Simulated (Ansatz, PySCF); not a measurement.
Noncovalent pair: CH4 (SMILES C) (first 5 atoms) with CH6Si (SMILES C[SiH3]); geometry from B3LYP-D3(BJ)/def2-TZVP, rigid monomers moved along the line of their centres of mass till C1···Si7 is 3.51 Å.
(charge 0, multiplicity 1):
```json
[
 {"atom": "C", "x (Å)": "-0.0819", "y (Å)": "0.0014", "z (Å)": "-0.3131"},
 {"atom": "H", "x (Å)": "-1.0374", "y (Å)": "-0.0953", "z (Å)": "0.2006"},
 {"atom": "H", "x (Å)": "0.3018", "y (Å)": "1.0128", "z (Å)": "-0.1849"},
 {"atom": "H", "x (Å)": "0.6276", "y (Å)": "-0.7111", "z (Å)": "0.1046"},
 {"atom": "H", "x (Å)": "-0.2193", "y (Å)": "-0.2010", "z (Å)": "-1.3743"},
 {"atom": "C", "x (Å)": "-0.1906", "y (Å)": "1.2639", "z (Å)": "3.0257"},
 {"atom": "Si", "x (Å)": "0.1518", "y (Å)": "-0.5763", "z (Å)": "3.1448"},
 {"atom": "H", "x (Å)": "-0.3132", "y (Å)": "1.5693", "z (Å)": "1.9857"},
 {"atom": "H", "x (Å)": "0.6310", "y (Å)": "1.8407", "z (Å)": "3.4541"},
 {"atom": "H", "x (Å)": "-1.1029", "y (Å)": "1.5241", "z (Å)": "3.5655"},
 {"atom": "H", "x (Å)": "-0.9639", "y (Å)": "-1.3570", "z (Å)": "2.5574"},
 {"atom": "H", "x (Å)": "0.3087", "y (Å)": "-0.9846", "z (Å)": "4.5626"},
 {"atom": "H", "x (Å)": "1.3976", "y (Å)": "-0.9268", "z (Å)": "2.4208"}
]
```

Monomers are frozen at their geometry in the pair; levels with a basis set take the counterpoise correction. Rows marked so take none.

Rows in 3-21G, 6-31G* carry no dispersion term and start afresh at each structure (6-31G* with six Cartesian d functions).

Codes used: Ansatz (Gaussian basis) for Hartree–Fock, density functionals and correlated methods; PySCF for 3-21G rows, 6-31G* rows. 

Task: What interaction energy does HF/3-21G (no counterpoise) give?

Result: 7 kJ/mol

Ansatz is an electronic-structure program.
